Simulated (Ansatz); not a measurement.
Pulling on the B1–Cl2 bond in BCl (multiplicity 1 held). Energies count from the point at 1.722 Å.


Signs of static correlation in 6-31G, with CASSCF(10,8), from Ansatz (a first-principles code) runs.

```
R (Å)  T1 of restricted CCSD  ⟨S²⟩ of UHF  largest double amplitude of restricted CCSD  weight of the CASSCF reference in MRCISD               CASSCF natural occupations
-----  ---------------------  -----------  -------------------------------------------  ----------------------------------------  ---------------------------------------
1.377                  0.014        0.066                                        0.135                                     0.975  2.00 1.99 1.99 1.99 1.92 0.06 0.06 0.01
1.549                  0.016        0.179                                        0.139                                     0.975  2.00 1.99 1.99 1.99 1.90 0.06 0.06 0.02
1.722                  0.019        0.215                                        0.134                                     0.975  2.00 1.99 1.99 1.98 1.89 0.07 0.07 0.03
1.894                  0.021        0.201                                        0.118                                     0.975  2.00 1.98 1.98 1.97 1.88 0.07 0.07 0.04
2.066                  0.023        0.161                                        0.092                                     0.974  2.00 1.98 1.98 1.96 1.88 0.07 0.07 0.05
2.324                  0.026        0.089                                        0.119                                     0.973  2.00 1.98 1.98 1.95 1.87 0.07 0.07 0.07
2.582                  0.030        0.026                                        0.140                                     0.972  2.00 1.98 1.98 1.93 1.87 0.10 0.07 0.07
3.013                    ___        0.627                                        0.182                                     0.971  2.00 1.98 1.98 1.90 1.83 0.16 0.07 0.07
3.443                  0.071        0.891                                        0.266                                     0.972  2.00 1.97 1.97 1.89 1.70 0.31 0.08 0.08
3.960                  0.142        0.977                                        0.527                                     0.976  2.00 1.99 1.99 1.89 1.39 0.62 0.06 0.06
4.648                  0.286        0.998                                          ___                                     0.979  2.00 2.00 2.00 1.89 1.13 0.87 0.06 0.06
5.509                  0.377        1.001                                        2.222                                     0.979  2.00 2.00 2.00 1.89 1.03 0.97 0.06 0.06
6.886                  0.357        1.001                                        2.170                                     0.979  2.00 2.00 2.00 1.89 1.00 1.00 0.06 0.06
```

Q: Fill in the missing entries.

A: 
- 3.013, T1 of restricted CCSD: 0.042
- 4.648, largest double amplitude of restricted CCSD: 1.381

Doubts at one or more of the structures used: a restricted determinant that unrestricted orbitals would lower (R-CCSD(T)/6-31G); T1 above 0.05 (R-CCSD(T)/6-31G, U-CCSD(T)/6-31G); other coupled-cluster roots lie near (R-CCSD(T)/6-31G, U-CCSD(T)/6-31G); a spin-contaminated determinant (U-CCSD(T)/6-31G).
